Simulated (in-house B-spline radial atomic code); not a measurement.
## B97-1 excitations of S6+

Method: B97-1. Computed with an all-electron radial atomic-structure program (B-spline basis): linear response of the closed shell [He] 2s2 2p6 with the functional's adiabatic kernel; scalar-relativistic (spin-free one-electron X2C), finite nucleus, no spin-orbit coupling, no double excitations, S, P, D and F terms only. Only terms of natural parity with L up to 3 were computed.

Command:
```bash
python run_td.py task.json out
```
Settings (radii: box in bohr, nucleus in fm):
```
Z                        16
electrons                10
configuration            [He] 2s2 2p6
hamiltonian              x2c
method                   b97_1
box_radius               14.35
rms_radius               3.2611
intervals                71
```

Cost of the run: 0.5 s on 1 thread of Arm Neoverse N1 (shared host).

The lowest states, in the order of their Tamm-Dancoff energies; the method's threshold (minus the highest occupied level) is 263.72 eV. Labels give the largest channel, * marks a mixed state, and oscillator strengths are full-response dipole values. Semilocal kernels can invert the small singlet-triplet splittings of Rydberg terms. Energies in eV:

| state | full response | Tamm-Dancoff | oscillator strength |
| --- | --- | --- | --- |
| 2p → 3s 3P | 164.95 | 164.97 | - |
| 2p → 3s 1P | 166.24 | 166.26 | 0.21 |
| 2p → 3p 3S | 176.99 | 177.04 | - |
| 2p → 3p 3D | 178.26 | 178.28 | - |
| 2p → 3p 1D | 179.23 | 179.24 | - |
| 2p → 3p 1S | 186.42 | 186.97 | - |
| 2p → 3d 3P | 196.05 | 196.07 | - |
| 2p → 3d 3F | 196.35 | 196.37 | - |
| 2p → 3d 1F | ? | ? | - |
| 2p → 3d 1P | 199.91 | 200.04 | 1.42 |
| 2p → 4s 3P | 216.66 | 216.66 | - |
| 2p → 4s 1P | ? | ? | ? |
| 2p → 4p 3S* | 220.72 | 220.74 | - |
| 2p → 4p 3D | 221.41 | 221.42 | - |
| 2p → 4p 1D | 221.71 | 221.71 | - |
| 2s → 3s 3S* | 222.10 | 222.11 | - |

Problem. Where does 2p → 3d 1F lie?

Solution. At 196.99 eV in full response, 196.99 eV in Tamm-Dancoff.

Problem. Where does 2p → 4s 1P lie?

Solution. At 217.05 eV in full response, 217.06 eV in Tamm-Dancoff, oscillator strength 0.0356.

Problem. How large is the singlet-triplet splitting of 2p → 3s (P terms) in Tamm-Dancoff?

Solution. 1.29 eV, from the unrounded values.

Problem. What polarisabilities and dispersion coefficient does the method give?

Solution. Dipole 0.07402 bohr³, quadrupole 0.0312 bohr⁵, C6 0.03755 hartree·bohr⁶ for two such species.
